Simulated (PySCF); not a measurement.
## Working with the constants of RbH

PBE0 constants of RbH, ¹Σ⁺ (singlet), closed shell (Rb x2c-TZVPall, H x2c-TZVPall; spin-free X2C with a Gaussian nucleus (PySCF 2.14); masses 84.9118 and 1.0078 u):

* ωe: 935.5 cm⁻¹
* ωexe: 14.4 cm⁻¹
* Be: 3.0497 cm⁻¹
* αe: 0.0745 cm⁻¹
* D (centrifugal): 0.000130 cm⁻¹
* De to Rb + H: 1.66 eV

(1) Give the band origin of the fundamental and the first lines of its P and R branches.

(2) Near which J would the R branch turn back, without centrifugal distortion?

Measured values (Huber and Herzberg, Constants of Diatomic Molecules (1979)): ωe = 936.94 cm⁻¹, ωexe = 14.21 cm⁻¹, Be = 3.02 cm⁻¹, αe = 0.072 cm⁻¹.

## Answers

(1) ν0 = ωe − 2ωexe = 906.7 cm⁻¹, B0 = 3.0125, B1 = 2.9380 cm⁻¹.

| J″ | P(J″) − ν0 | R(J″) − ν0 |
| --- | --- | --- |
| 0 |  | 5.875 |
| 1 | -6.024 | 11.599 |
| 2 | -12.195 | 17.167 |
| 3 | -18.508 | 22.576 |
| 4 | -24.960 | 27.824 |
| 5 | -31.549 | 32.908 |
| 6 | -38.272 | 37.824 |

(2) At J ≈ (B0 + B1)/(2(B0 − B1)) − 1 ≈ 39.
